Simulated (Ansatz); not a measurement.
Born–Oppenheimer molecular dynamics of a periodic cell of 17 atoms, Ba16H (host Ba, host structure bcc, interstitial H). It goes on from the last frame of an earlier run, with new velocities.

Level of theory: Ansatz 0.2.0, DFT PBEsol, scalar-relativistic, plane waves, PAW. Settings: cutoff 420 eV, k mesh 2x2x2, fermi-dirac smearing 0.1 eV, no spin polarisation.

* ensemble: NVT, Langevin thermostat
* time step: 0.5 fs
* steps asked: 300
* set temperature: 2100 K
* friction: 0.05 /fs
* seed: 821501

Frames 0.5 fs apart, positions in Å, forces in eV/Å.

Velocities at 55.0 fs (Å/ps):

```
Ba 3.49 -5.49 1.81
Ba -2.96 -0.80 0.20
Ba -0.72 4.77 -0.09
Ba 4.32 0.04 6.42
Ba -4.05 -6.35 -3.76
Ba -7.40 3.16 -0.70
Ba -7.80 -5.53 3.57
Ba -0.79 1.43 -2.87
Ba 9.52 -0.11 3.88
Ba -0.83 -0.35 -2.02
Ba -3.57 0.81 4.03
Ba -5.53 1.90 -0.89
Ba -1.29 1.40 -1.79
Ba -0.28 -4.47 0.53
Ba 2.40 0.52 -6.36
Ba -2.22 0.42 -6.68
H 85.36 -21.32 -57.05
```

```xyz
17
Lattice="10.0400 0.0000 0.0000 0.0000 10.0400 0.0000 0.0000 0.0000 10.0400" Properties=species:S:1:pos:R:3:forces:R:3 time_fs=55.0 energy_less_start_eV=0.884 T=2490
Ba -0.081 0.052 0.087 0.14 -0.57 0.04
Ba 5.083 0.033 0.448 0.18 -0.34 -0.58
Ba 0.468 5.036 -0.417 -0.55 0.26 0.46
Ba 0.060 -0.138 5.197 0.14 0.31 -0.45
Ba 2.679 2.425 2.240 -0.31 0.24 0.44
Ba 5.006 5.101 -0.382 0.12 0.17 0.34
Ba 5.019 -0.367 4.983 -0.03 0.43 0.18
Ba 8.046 2.822 2.078 -0.24 0.04 0.46
Ba 0.383 5.589 5.092 -0.32 -0.87 -0.43
Ba 2.614 7.746 2.429 0.13 -0.31 -0.31
Ba 2.192 2.240 8.038 0.51 -0.14 -0.67
Ba 4.801 4.779 5.029 0.23 -0.02 0.04
Ba 7.365 7.469 2.217 0.69 -0.24 0.28
Ba 7.833 2.127 7.675 -0.37 0.44 -0.25
Ba 2.369 7.351 7.481 0.50 0.70 0.25
Ba 7.687 7.593 7.243 -0.21 -0.20 0.44
H 5.136 7.554 1.492 -0.63 0.11 -0.26
17
Lattice="10.0400 0.0000 0.0000 0.0000 10.0400 0.0000 0.0000 0.0000 10.0400" Properties=species:S:1:pos:R:3:forces:R:3 time_fs=55.5 energy_less_start_eV=0.914 T=2379
Ba -0.079 0.050 0.088 0.14 -0.57 0.04
Ba 5.082 0.033 0.448 0.19 -0.35 -0.58
Ba 0.468 5.039 -0.417 -0.55 0.26 0.46
Ba 0.063 -0.137 5.201 0.15 0.31 -0.46
Ba 2.678 2.422 2.238 -0.31 0.24 0.44
Ba 5.002 5.102 -0.383 0.13 0.18 0.35
Ba 5.015 -0.370 4.985 -0.03 0.44 0.18
Ba 8.046 2.822 2.076 -0.24 0.04 0.46
Ba 0.387 5.589 5.094 -0.32 -0.87 -0.43
Ba 2.614 7.745 2.428 0.16 -0.32 -0.32
Ba 2.191 2.240 8.040 0.51 -0.14 -0.67
Ba 4.799 4.780 5.028 0.23 -0.02 0.04
Ba 7.364 7.470 2.216 0.78 -0.24 0.32
Ba 7.833 2.125 7.675 -0.37 0.44 -0.25
Ba 2.371 7.352 7.478 0.50 0.70 0.26
Ba 7.686 7.593 7.240 -0.21 -0.21 0.45
H 5.175 7.541 1.463 -0.77 0.11 -0.30
17
Lattice="10.0400 0.0000 0.0000 0.0000 10.0400 0.0000 0.0000 0.0000 10.0400" Properties=species:S:1:pos:R:3:forces:R:3 time_fs=56.0 energy_less_start_eV=0.941 T=2154
Ba -0.078 0.047 0.089 0.14 -0.57 0.04
Ba 5.081 0.033 0.448 0.20 -0.35 -0.59
Ba 0.467 5.042 -0.417 -0.55 0.26 0.45
Ba 0.065 -0.137 5.204 0.15 0.30 -0.46
Ba 2.675 2.419 2.237 -0.31 0.24 0.45
Ba 4.998 5.104 -0.384 0.14 0.18 0.35
Ba 5.012 -0.373 4.987 -0.03 0.44 0.19
Ba 8.046 2.823 2.075 -0.24 0.04 0.46
Ba 0.392 5.589 5.096 -0.33 -0.88 -0.43
Ba 2.613 7.745 2.427 0.18 -0.32 -0.32
Ba 2.189 2.240 8.042 0.51 -0.14 -0.66
Ba 4.796 4.781 5.028 0.24 -0.03 0.04
Ba 7.364 7.470 2.215 0.85 -0.24 0.36
Ba 7.833 2.122 7.675 -0.37 0.44 -0.24
Ba 2.373 7.352 7.475 0.50 0.71 0.26
Ba 7.685 7.594 7.237 -0.21 -0.21 0.45
H 5.207 7.528 1.436 -0.87 0.11 -0.33
17
Lattice="10.0400 0.0000 0.0000 0.0000 10.0400 0.0000 0.0000 0.0000 10.0400" Properties=species:S:1:pos:R:3:forces:R:3 time_fs=56.5 energy_less_start_eV=0.962 T=2037
Ba -0.078 0.045 0.090 0.14 -0.57 0.04
Ba 5.080 0.033 0.447 0.21 -0.36 -0.59
Ba 0.467 5.045 -0.417 -0.54 0.25 0.45
Ba 0.067 -0.137 5.208 0.15 0.30 -0.47
Ba 2.673 2.416 2.236 -0.31 0.25 0.45
Ba 4.995 5.105 -0.384 0.15 0.19 0.35
Ba 5.009 -0.375 4.988 -0.03 0.45 0.19
Ba 8.045 2.823 2.072 -0.24 0.04 0.46
Ba 0.396 5.589 5.098 -0.33 -0.88 -0.44
Ba 2.612 7.745 2.427 0.19 -0.32 -0.33
Ba 2.188 2.238 8.044 0.51 -0.14 -0.66
Ba 4.793 4.782 5.028 0.24 -0.03 0.04
Ba 7.363 7.471 2.215 0.90 -0.24 0.39
Ba 7.832 2.119 7.675 -0.37 0.45 -0.24
Ba 2.374 7.353 7.472 0.49 0.71 0.27
Ba 7.684 7.594 7.235 -0.21 -0.21 0.45
H 5.231 7.513 1.410 -0.94 0.11 -0.36
17
Lattice="10.0400 0.0000 0.0000 0.0000 10.0400 0.0000 0.0000 0.0000 10.0400" Properties=species:S:1:pos:R:3:forces:R:3 time_fs=57.0 energy_less_start_eV=0.979 T=1906
Ba -0.078 0.043 0.091 0.14 -0.57 0.04
Ba 5.079 0.033 0.446 0.21 -0.36 -0.59
Ba 0.467 5.048 -0.418 -0.54 0.25 0.45
Ba 0.068 -0.137 5.211 0.15 0.30 -0.47
Ba 2.671 2.413 2.236 -0.31 0.25 0.45
Ba 4.991 5.105 -0.384 0.16 0.19 0.35
Ba 5.006 -0.377 4.989 -0.03 0.45 0.19
Ba 8.044 2.823 2.071 -0.24 0.04 0.46
Ba 0.400 5.588 5.099 -0.34 -0.88 -0.44
Ba 2.611 7.745 2.426 0.20 -0.32 -0.33
Ba 2.187 2.237 8.044 0.51 -0.14 -0.66
Ba 4.791 4.783 5.027 0.24 -0.03 0.04
Ba 7.363 7.472 2.214 0.93 -0.24 0.41
Ba 7.832 2.116 7.674 -0.37 0.45 -0.24
Ba 2.376 7.354 7.469 0.49 0.71 0.27
Ba 7.683 7.594 7.233 -0.20 -0.21 0.45
H 5.250 7.498 1.384 -0.99 0.11 -0.38
17
Lattice="10.0400 0.0000 0.0000 0.0000 10.0400 0.0000 0.0000 0.0000 10.0400" Properties=species:S:1:pos:R:3:forces:R:3 time_fs=57.5 energy_less_start_eV=0.992 T=1934
Ba -0.078 0.041 0.092 0.14 -0.57 0.03
Ba 5.078 0.033 0.446 0.22 -0.37 -0.59
Ba 0.467 5.052 -0.418 -0.54 0.25 0.45
Ba 0.070 -0.137 5.214 0.15 0.30 -0.48
Ba 2.668 2.410 2.235 -0.30 0.25 0.45
Ba 4.988 5.106 -0.385 0.16 0.19 0.35
Ba 5.003 -0.379 4.991 -0.03 0.46 0.19
Ba 8.043 2.823 2.069 -0.24 0.04 0.46
Ba 0.405 5.588 5.101 -0.35 -0.88 -0.44
Ba 2.611 7.744 2.425 0.20 -0.32 -0.33
Ba 2.186 2.236 8.044 0.51 -0.14 -0.66
Ba 4.788 4.784 5.027 0.24 -0.04 0.04
Ba 7.363 7.473 2.214 0.94 -0.23 0.42
Ba 7.832 2.112 7.675 -0.37 0.45 -0.24
Ba 2.377 7.355 7.465 0.49 0.71 0.28
Ba 7.682 7.595 7.231 -0.20 -0.21 0.45
H 5.263 7.484 1.363 -1.01 0.11 -0.39
17
Lattice="10.0400 0.0000 0.0000 0.0000 10.0400 0.0000 0.0000 0.0000 10.0400" Properties=species:S:1:pos:R:3:forces:R:3 time_fs=58.0 energy_less_start_eV=1.000 T=1640
Ba -0.077 0.040 0.093 0.14 -0.57 0.03
Ba 5.077 0.033 0.445 0.22 -0.37 -0.59
Ba 0.468 5.055 -0.418 -0.54 0.24 0.45
Ba 0.072 -0.137 5.217 0.15 0.30 -0.48
Ba 2.666 2.407 2.235 -0.30 0.25 0.45
Ba 4.984 5.106 -0.385 0.17 0.20 0.35
Ba 5.000 -0.381 4.993 -0.03 0.46 0.19
Ba 8.043 2.823 2.069 -0.24 0.04 0.46
Ba 0.410 5.589 5.103 -0.35 -0.88 -0.45
Ba 2.610 7.744 2.423 0.21 -0.32 -0.33
Ba 2.185 2.235 8.045 0.50 -0.14 -0.66
Ba 4.786 4.784 5.026 0.25 -0.04 0.04
Ba 7.364 7.474 2.212 0.94 -0.23 0.43
Ba 7.832 2.110 7.675 -0.37 0.45 -0.24
Ba 2.378 7.356 7.462 0.49 0.71 0.29
Ba 7.682 7.595 7.230 -0.20 -0.22 0.45
H 5.270 7.473 1.348 -1.02 0.11 -0.40
17
Lattice="10.0400 0.0000 0.0000 0.0000 10.0400 0.0000 0.0000 0.0000 10.0400" Properties=species:S:1:pos:R:3:forces:R:3 time_fs=58.5 energy_less_start_eV=1.004 T=1719
Ba -0.077 0.038 0.094 0.14 -0.57 0.03
Ba 5.077 0.032 0.445 0.22 -0.37 -0.59
Ba 0.469 5.058 -0.418 -0.54 0.24 0.45
Ba 0.074 -0.137 5.219 0.14 0.30 -0.48
Ba 2.663 2.404 2.234 -0.30 0.26 0.46
Ba 4.981 5.107 -0.385 0.17 0.20 0.35
Ba 4.997 -0.382 4.994 -0.03 0.46 0.19
Ba 8.042 2.823 2.070 -0.24 0.04 0.46
Ba 0.414 5.589 5.104 -0.36 -0.88 -0.45
Ba 2.610 7.743 2.422 0.21 -0.32 -0.33
Ba 2.185 2.234 8.046 0.50 -0.14 -0.66
Ba 4.783 4.784 5.025 0.25 -0.04 0.04
Ba 7.365 7.475 2.211 0.93 -0.23 0.43
Ba 7.833 2.107 7.675 -0.37 0.46 -0.24
Ba 2.379 7.358 7.459 0.49 0.71 0.29
Ba 7.681 7.595 7.228 -0.20 -0.22 0.45
H 5.274 7.461 1.334 -1.01 0.11 -0.40
17
Lattice="10.0400 0.0000 0.0000 0.0000 10.0400 0.0000 0.0000 0.0000 10.0400" Properties=species:S:1:pos:R:3:forces:R:3 time_fs=59.0 energy_less_start_eV=1.005 T=1604
Ba -0.076 0.037 0.095 0.13 -0.57 0.03
Ba 5.077 0.032 0.445 0.22 -0.38 -0.59
Ba 0.470 5.062 -0.418 -0.54 0.24 0.44
Ba 0.077 -0.137 5.221 0.14 0.30 -0.49
Ba 2.660 2.401 2.234 -0.30 0.26 0.46
Ba 4.978 5.107 -0.385 0.18 0.20 0.35
Ba 4.994 -0.383 4.996 -0.02 0.47 0.19
Ba 8.042 2.823 2.070 -0.24 0.04 0.46
Ba 0.419 5.588 5.106 -0.36 -0.88 -0.45
Ba 2.610 7.742 2.420 0.21 -0.33 -0.33
Ba 2.184 2.233 8.047 0.50 -0.14 -0.65
Ba 4.781 4.784 5.025 0.25 -0.04 0.03
Ba 7.366 7.476 2.210 0.91 -0.23 0.43
Ba 7.834 2.105 7.675 -0.38 0.46 -0.23
Ba 2.380 7.359 7.455 0.49 0.71 0.30
Ba 7.681 7.595 7.227 -0.20 -0.22 0.45
H 5.274 7.448 1.322 -0.99 0.11 -0.39
17
Lattice="10.0400 0.0000 0.0000 0.0000 10.0400 0.0000 0.0000 0.0000 10.0400" Properties=species:S:1:pos:R:3:forces:R:3 time_fs=59.5 energy_less_start_eV=0.997 T=1652
Ba -0.075 0.036 0.095 0.13 -0.57 0.03
Ba 5.077 0.033 0.444 0.22 -0.38 -0.59
Ba 0.470 5.066 -0.417 -0.54 0.23 0.44
Ba 0.079 -0.137 5.223 0.14 0.29 -0.49
Ba 2.658 2.399 2.234 -0.30 0.26 0.46
Ba 4.975 5.107 -0.385 0.18 0.19 0.35
Ba 4.991 -0.384 4.998 -0.02 0.47 0.18
Ba 8.042 2.823 2.071 -0.23 0.04 0.46
Ba 0.422 5.588 5.108 -0.37 -0.88 -0.46
Ba 2.610 7.742 2.419 0.20 -0.33 -0.33
Ba 2.184 2.232 8.049 0.50 -0.13 -0.65
Ba 4.779 4.784 5.026 0.25 -0.04 0.03
Ba 7.367 7.477 2.209 0.86 -0.23 0.41
Ba 7.835 2.102 7.674 -0.38 0.46 -0.23
Ba 2.382 7.359 7.452 0.49 0.71 0.31
Ba 7.680 7.595 7.225 -0.20 -0.22 0.45
H 5.266 7.436 1.308 -0.94 0.11 -0.37
17
Lattice="10.0400 0.0000 0.0000 0.0000 10.0400 0.0000 0.0000 0.0000 10.0400" Properties=species:S:1:pos:R:3:forces:R:3 time_fs=60.0 energy_less_start_eV=0.984 T=1562
Ba -0.074 0.036 0.096 0.13 -0.57 0.03
Ba 5.076 0.033 0.444 0.22 -0.38 -0.59
Ba 0.470 5.069 -0.417 -0.55 0.23 0.44
Ba 0.082 -0.137 5.226 0.14 0.29 -0.49
Ba 2.655 2.397 2.233 -0.30 0.26 0.46
Ba 4.973 5.107 -0.385 0.18 0.19 0.35
Ba 4.988 -0.384 4.999 -0.02 0.47 0.18
Ba 8.041 2.823 2.072 -0.23 0.04 0.46
Ba 0.425 5.588 5.110 -0.37 -0.88 -0.46
Ba 2.610 7.741 2.418 0.20 -0.33 -0.33
Ba 2.184 2.232 8.050 0.50 -0.13 -0.65
Ba 4.777 4.783 5.027 0.25 -0.04 0.03
Ba 7.367 7.479 2.208 0.78 -0.23 0.39
Ba 7.835 2.098 7.674 -0.38 0.47 -0.23
Ba 2.383 7.359 7.448 0.49 0.71 0.32
Ba 7.680 7.595 7.223 -0.20 -0.22 0.45
H 5.252 7.425 1.293 -0.86 0.12 -0.34
17
Lattice="10.0400 0.0000 0.0000 0.0000 10.0400 0.0000 0.0000 0.0000 10.0400" Properties=species:S:1:pos:R:3:forces:R:3 time_fs=60.5 energy_less_start_eV=0.967 T=1574
Ba -0.074 0.035 0.096 0.13 -0.57 0.02
Ba 5.075 0.033 0.442 0.21 -0.38 -0.59
Ba 0.470 5.072 -0.417 -0.55 0.22 0.44
Ba 0.084 -0.137 5.228 0.14 0.29 -0.50
Ba 2.652 2.395 2.233 -0.29 0.27 0.46
Ba 4.970 5.106 -0.384 0.18 0.19 0.34
Ba 4.984 -0.385 5.001 -0.02 0.47 0.18
Ba 8.041 2.823 2.073 -0.23 0.04 0.46
Ba 0.428 5.587 5.112 -0.38 -0.89 -0.47
Ba 2.610 7.740 2.416 0.20 -0.33 -0.33
Ba 2.185 2.231 8.051 0.49 -0.13 -0.65
Ba 4.775 4.783 5.027 0.26 -0.04 0.03
Ba 7.369 7.480 2.208 0.70 -0.23 0.36
Ba 7.835 2.095 7.673 -0.38 0.47 -0.23
Ba 2.383 7.360 7.445 0.49 0.71 0.32
Ba 7.680 7.595 7.221 -0.20 -0.22 0.45
H 5.232 7.413 1.278 -0.77 0.12 -0.30
```

Of the whole run (150 fs, mean temperature of the second half 1816 K): The mean temperature of the second half is 14 % below the set value. A run of 0.15 ps of so small a system gives no equilibrium averages. Limits of this set-up: coarse k mesh, odd electron count without spin.

Time of the run: 15 min on 4 threads of AMD EPYC 9R45 96-Core Processor (Zen 5) (shared host), peak memory 3.6 GiB.
